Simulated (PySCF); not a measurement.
BH3N, SMILES B=[NH2+], charge +1.

The structure is a stationary point at PBE0-D3(BJ)/def2-TZVP. The isomer is the one that the SMILES or the coordinates give; other isomers of the formula were not compared.

Two levels are set side by side: PBE/def2-TZVPD (PySCF) and M06-2X/def2-TZVPD (PySCF). Same geometry, gas phase. Differences are taken from unrounded values.

```tsv
quantity	M06-2X
orbital gap (eV)	10.71
highest occupied level (eV)	-18.38
lowest empty level (eV)	-7.67
mean polarisability (bohr³)	17.2
```

Question: What does PBE give, and how far is it from M06-2X? (An estimate is asked for; the answer gives what the named calculation found.)

Answer: 
```tsv
quantity	PBE	PBE minus M06-2X
orbital gap (eV)	5.61	-5.10
highest occupied level (eV)	-15.57	2.81
lowest empty level (eV)	-9.96	-2.30
mean polarisability (bohr³)	17.6	0.4
```

PBE's occupied levels lie high since its potential decays too fast outside the molecule; exact exchange lowers them and widens the gap. Differences between two approximate levels are no errors against the true value.

Rough cost on one machine, each run with all the roots and properties that it gave: M06-2X against PBE about 3 times.
